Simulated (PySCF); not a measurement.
Computed with PBE0/[Te def2-TZVP with ECP28, N def2-TZVP, F def2-TZVP], scalar-relativistic core potentials, density fitting, no spin–orbit coupling, PySCF. Open shells, if any, are unrestricted.

Problem. What shape and geometry does isolated singlet FTeN take (every ligand bound to Te)?

Solution. Counting electrons, tellurium keeps 2 of its valence electrons outside its bonds, so the VSEPR class is AX2E1 and the expected shape is bent; with unlike ligands the computed point group is Cs. The lowest minimum found is a singlet of Cs symmetry with Te–F 1.939 Å, Te–N 1.789 Å; F–Te–N 108.6°. Its harmonic wavenumbers are 235 (a'), 564 (a'), 967 (a') cm⁻¹ and its dipole moment is 3.64 D.

This need not be the most stable arrangement of these atoms.
